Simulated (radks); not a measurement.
Charge is removed step by step from the 1s down level of Mn, starting from 1s(up 1, down 1) 2s2 2p6 3s2 3p6 3d5 4s2. Calculated with a radial shooting solver on a logarithmic mesh with Libxc functionals: scalar-relativistic Kohn-Sham, PBE, spin-polarised, spherical densities, finite nucleus; open shells are filled with parallel spins first; Fermi nuclear charge, rms radius 3.7057 fm.

| removed (e) | E - E(0) (eV) | eigenvalue (eV) |
|---|---|---|
| 0 | 0.000 | -6428.4 |
| 0.125 | 805.44 | -6461.0 |
| 0.25 | 1614.9 | -6493.1 |
| 0.375 | 2428.4 | -6524.4 |
| 0.5 | 3245.7 | -6554.7 |
| 0.625 | 4066.7 | -6583.6 |
| 0.75 | 4891.2 | -6610.4 |
| 0.875 | 5718.8 | -6633.2 |

The mean slope of the eigenvalue, de/dn, is 234 eV per electron.
